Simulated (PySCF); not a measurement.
2-(4-methylthiophen-2-yl)pyridine (C10H9NS), SMILES Cc1csc(-c2ccccn2)c1.

The structure is a stationary point at PBE0-D3(BJ)/def2-SVP. One conformer was computed; it need not be the lowest.

Vertical ionisation energy (IE) and electron affinity (EA) in eV. Rows of orbital energies are one-electron estimates. Where ΔSCF, EOM or ADC give a negative EA the extra electron is unbound and the value depends on the basis.

| level | IE | EA |
|---|---|---|
| −ε(HOMO), −ε(LUMO), r2SCAN/def2-SVP (PySCF) | 5.45 | 2.03 |
| −ε(HOMO), −ε(LUMO), PBE/def2-SVP (PySCF) | (withheld) | (withheld) |

Problem. Fill in the missing entries. (An estimate is asked for; the answer gives what the named calculation found.)

Solution. 
- −ε(HOMO), −ε(LUMO), PBE/def2-SVP (PySCF), IE: 5.24
- −ε(HOMO), −ε(LUMO), PBE/def2-SVP (PySCF), EA: 2.06
